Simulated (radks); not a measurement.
Results of a calculation; reference values are marked as such.
Q: These are the eigenvalues of the occupied orbitals of an atom or ion with whole-number occupations (hartree). Code: a radial shooting solver on a logarithmic mesh with Libxc functionals. Model: Dirac Kohn-Sham, BLYP, spin-unpolarised, spherical densities, point nucleus.

orbital  eigenvalue
1s1/2     -66.14258
2s1/2      -5.57856
2p1/2      -3.98667
2p3/2      -3.96275
3p1/2      -0.46790
3p3/2      -0.46621

Which element is it, and in what charge state? The configuration may be excited. Open shells, if any, fill j = l - 1/2 first.

A: Z = 14, silicon, charge +1: Si+ in [Ne] 3p3. The list shows which subshells hold electrons but not how many an open one holds; the 1s level, -66.143 hartree, gives Z - s = 11.5 by -(Z - s)^2/2, which with screening and relativity narrows Z to a few neighbours, and the depths of the outer levels then fix element, charge and occupations together.
